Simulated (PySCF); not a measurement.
## Property card for `CC[Si@@H](Cl)OC`

C3H9ClOSi.
Atom-mapped SMILES: `[CH3:1][CH2:2][Si@@H:3]([Cl:4])[O:5][CH3:6]` (hydrogens: H7, H8, H9 on C1; H10, H11 on C2; H12 on Si3; H13, H14, H15 on C6)

Structure used (PBE0-D3(BJ)/def2-SVP), in Å, numbered top down from 1:
```xyz
15
C3H9ClOSi angstrom
C     -2.260   -0.382   -0.940
C     -1.945   -1.800   -1.410
Si    -0.263   -2.397   -0.893
Cl     0.113   -4.266   -1.727
O      0.843   -1.313   -1.474
C      2.232   -1.402   -1.303
H     -3.258   -0.059   -1.275
H     -1.524    0.336   -1.332
H     -2.242   -0.303    0.159
H     -1.980   -1.868   -2.511
H     -2.691   -2.523   -1.038
H     -0.100   -2.560    0.582
H      2.709   -0.583   -1.862
H      2.521   -1.306   -0.241
H      2.629   -2.359   -1.685
```

Some functional groups and rings: Si–H bond and C–Si bond.

PBE0-D3(BJ)/def2-SVP geometry optimisation, gas phase (PySCF):

```
Point group                  : C1
Rotational constants A, B, C : 2.509, 1.729, 1.094 GHz
```

From B3LYP/def2-SVPD ground state and vertical TDDFT (core frozen in the response) (PySCF):

```
Dipole moment                                                     : 1.50 D
HOMO energy                                                       : -8.12 eV
LUMO energy                                                       : 0.26 eV
HOMO–LUMO gap                                                     : 8.38 eV
Lowest singlet excitation                                         : 7.42 eV (167 nm, f = 0.018)
Strongest line among the 6 lowest singlet transitions             : S6 at 8.05 eV (154 nm, f = 0.060)
Static isotropic polarisability                                   : 81.4 au
Electronic spatial extent ⟨r²⟩ about the centre of nuclear charge : 1101 bohr²
```

Monoisotopic mass from the formula: 124.0111 u.

With B = h/(8π²I), that is 505.379 GHz u Å² over I, the principal moments of inertia are 201.4, 292.3 and 461.9 u Å² (most abundant isotopes). In atomic units the dipole is 0.59 e·bohr (1 au = 2.5417 D). The polarisability is 12.07 Å³ as a volume (1 au = 0.148185 Å³), or 1.23 au for each of the 66 electrons. The principal polarisabilities are 70.2, 83.0 and 91.1 au; their mean is the isotropic value.

For the TDDFT job (B3LYP/def2-SVPD), the run took about 40 s of CPU time (one thread, shared machine).

One conformer stands for the species.
